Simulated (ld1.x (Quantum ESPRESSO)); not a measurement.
# Transferability test, TM potential for palladium (Pd)

```
Element                 : palladium (Pd)
Generator               : ld1.x (Quantum ESPRESSO) 7.5
Type                    : norm-conserving Troullier–Martins (Kleinman–Bylander form)
Functional              : LDA (PZ)
Relativity              : scalar-relativistic
Frozen core             : [Kr]
Valence charge          : 10
Reference configuration : 4d7 5s0 5p0 (charge +3)
Partial waves           : 5p (bound, empty): rc 2.54 bohr; 4d (bound): rc 1.54 bohr; 5s (bound, empty): rc 3.00 bohr
Local potential         : the s channel
Core correction         : a·sin(br)/r model core, default radius (core density twice the valence density)
```

Energies are relative to the spin-unpolarised reference configuration 4d7 5s0 5p0; without spin polarisation the order of configurations can differ from experiment. Spin-polarised rows fill each open shell by Hund’s rule, majority spin first.

```
       valence configuration  charge  ΔE all-electron (eV)  error AE − PS (meV)
                4d10 5s0 5p0       0               -65.065                -1160
                 4d8 5s0 5p0      +2               -34.595                 -235
                 4d8 5s1 5p0      +1               -51.269                 -217
                 4d9 5s0 5p1       0               -59.747                 -604
                 4d6 5s0 5p0      +4                49.553                 -327
                 4d9 5s1 5p0       0               -63.629                 -591
4d7 5s0 5p0 (spin-polarised)      +3                -1.564                  +68
4d9 5s0 5p0 (spin-polarised)      +1               -55.820                 -731
```

Task: What are ΔE and the potential's error for 4d9 5s0 5p0?

Result: ΔE = -55.676 eV all-electron; the error (AE − PS) is -736 meV.

Levels in the configuration 4d9 5s0 5p0 (spin-polarised):

| level | all-electron (eV) | pseudo (eV) |
| --- | --- | --- |
| 4d up | -15.162 | -14.653 |
| 4d down | -14.584 | -14.055 |
